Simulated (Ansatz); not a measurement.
Results of the Gaussian-basis code of Ansatz.

C2H3F3OSi (`C=CO[Si](F)(F)F`) at its PBE0-D4/def2-TZVP geometry, where that method's forces vanish. Charge 0, multiplicity 1.

```json
{"atom": "C1", "x (Å)": "1.346", "y (Å)": "-0.345", "z (Å)": "0.894"}
{"atom": "C2", "x (Å)": "0.060", "y (Å)": "-0.480", "z (Å)": "1.168"}
{"atom": "O3", "x (Å)": "-0.977", "y (Å)": "-0.156", "z (Å)": "0.343"}
{"atom": "Si4", "x (Å)": "-0.965", "y (Å)": "0.456", "z (Å)": "-1.145"}
{"atom": "F5", "x (Å)": "-2.455", "y (Å)": "0.616", "z (Å)": "-1.590"}
{"atom": "F6", "x (Å)": "-0.264", "y (Å)": "1.858", "z (Å)": "-1.203"}
{"atom": "F7", "x (Å)": "-0.229", "y (Å)": "-0.483", "z (Å)": "-2.165"}
{"atom": "H8", "x (Å)": "2.075", "y (Å)": "-0.641", "z (Å)": "1.635"}
{"atom": "H9", "x (Å)": "1.711", "y (Å)": "0.050", "z (Å)": "-0.047"}
{"atom": "H10", "x (Å)": "-0.303", "y (Å)": "-0.876", "z (Å)": "2.110"}
```

(1) For each bond, give half the difference of the two atoms' forces along it (eV/Å; positive pushes the atoms apart) under PBE-D4, r2SCAN-D4, B3LYP-D4, ωB97M-V in def2-TZVPP. (Estimate.)

Answers

(1) The calculation gave: 
```tsv
bond	length (Å)	PBE-D4	r2SCAN-D4	B3LYP-D4	ωB97M-V
C1–C2	1.322	0.33	0.15	0.08	-0.07
C1–H8	1.081	0.00	-0.06	-0.08	-0.05
C1–H9	1.084	0.00	-0.08	-0.09	-0.04
C2–O3	1.364	0.07	0.19	0.25	0.30
C2–H10	1.084	-0.01	-0.12	-0.19	-0.15
O3–Si4	1.609	0.13	-0.01	-0.08	-0.10
Si4–F5	1.564	0.41	0.04	0.11	0.10
Si4–F6	1.569	0.38	0.03	0.14	0.11
Si4–F7	1.569	0.38	0.03	0.14	0.11
```

B3LYP here is the variant with VWN-RPA as its local correlation; programs differ in this.
